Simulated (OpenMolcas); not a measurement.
Ni+, Pd+, Pt+: d9 down the group

| Item | Value |
| --- | --- |
| Program | OpenMolcas 26.06 |
| Method | SS-CASPT2, IPEA 0.25 Eh, imaginary shift 0.1 Eh |
| Basis | ANO-RCC-VQZP |
| Scalar Hamiltonian | DKH2, point nucleus |
| Spin-orbit coupling | RASSI with atomic mean-field integrals over the reference wave functions, term energies averaged over their components |

Active space for each ion: 9 electrons in 5 orbitals (d); closed shells correlated by CASPT2: Ni+ 3s 3p; Pd+ 4s 4p; Pt+ 5s 5p.

Computed levels in cm-1 above 2D 5/2:

| Level | Ni+ | Pd+ | Pt+ |
| --- | --- | --- | --- |
| 2D 3/2 | 1516 | 3480 | 10480 |
| weight of 2D in the lowest level (%) | 100 | 100 | 100 |

Measured, with the error of the calculation in %. Measured levels: Ni+, Pd+ from NIST Handbook of Basic Atomic Spectroscopic Data.

| Level | Ni+ | Pd+ |
| --- | --- | --- |
| 2D 3/2 | 1507 (+0.6) | 3539 (-1.8) |

The fine-structure level 2D 3/2 changes by a factor of 6.91 from Ni+ to Pt+.

CASPT2 does not keep the components of a term degenerate, so their means are used; among the terms shown or strongly mixed into the levels shown the widest spread is 92 cm-1 (5d9 2D, Pt+). Computed and measured levels are paired by configuration, term and J; levels that our copy of the source lacks, or whose pairing is in doubt (as where it misses far off the trend of its configuration), stay unpaired and out of the deviations. Levels of configurations outside the active space are missing.
